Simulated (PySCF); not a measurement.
## How methods differ on the excitation energy of Cr

Cr [Ar] 3d5 4s1 (7S) → Cr [Ar] 3d4 4s2 (5D), as a difference of total energies. Computed with PySCF 2.14 in aug-cc-pVQZ-DK, with the spin-free X2C one-electron Hamiltonian (Gaussian nucleus). Correlated levels: valence: [Ar] frozen. The calculations carry no spin-orbit coupling.

**Question.** Order these methods by the excitation energy they give, lowest first.
A. LDA
B. PBE0
C. PBE
D. BLYP

**Answer.** D (10786 cm⁻¹), B (12925 cm⁻¹), C (15016 cm⁻¹), A (15482 cm⁻¹).

For comparison: 8090.2 cm⁻¹ (measured; NIST levels, between the centres of gravity of the two terms).
